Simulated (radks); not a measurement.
Values are calculated unless marked as measured or tabulated.
Task: The mean radii <r> (bohr) of the occupied orbitals of an atom or ion are listed with their occupations. Level of theory: Dirac Kohn-Sham, PBEsol, spin-unpolarised, spherical densities, point nucleus (a radial shooting solver on a logarithmic mesh with Libxc functionals).

| orbital | occ. | <r> |
|---|---|---|
| 1s1/2 | 2 | 0.01773 |
| 2s1/2 | 2 | 0.07426 |
| 2p1/2 | 2 | 0.06131 |
| 2p3/2 | 4 | 0.06950 |
| 3s1/2 | 2 | 0.1934 |
| 3p1/2 | 2 | 0.1835 |
| 3p3/2 | 4 | 0.1986 |
| 3d3/2 | 4 | 0.1735 |
| 3d5/2 | 6 | 0.1781 |
| 4s1/2 | 2 | 0.4318 |
| 4p1/2 | 2 | 0.4358 |
| 4p3/2 | 4 | 0.4694 |
| 4d3/2 | 4 | 0.4826 |
| 4d5/2 | 6 | 0.4939 |
| 5s1/2 | 2 | 1.007 |
| 5p1/2 | 2 | 1.101 |
| 4f5/2 | 6 | 0.5527 |
| 4f7/2 | 8 | 0.5609 |
| 5p3/2 | 4 | 1.202 |
| 5d3/2 | 4 | 1.723 |
| 5d5/2 | 2 | 1.791 |
| 6s1/2 | 1 | 2.774 |

Name the element and its charge. Open shells, if any, fill j = l - 1/2 first.

Result: Z = 76, osmium, charge +1: Os+ in [Xe] 4f14 5d6 6s1. The 1s radius gives Z: for a bare nucleus <r> = (2 gamma + 1)/(2Z) with gamma = sqrt(1 - (Z/c)^2), 0.01753 bohr for Z = 76, and screening makes it slightly larger (0.01773 here). The occupations add up to 75, and the charge is Z minus that.
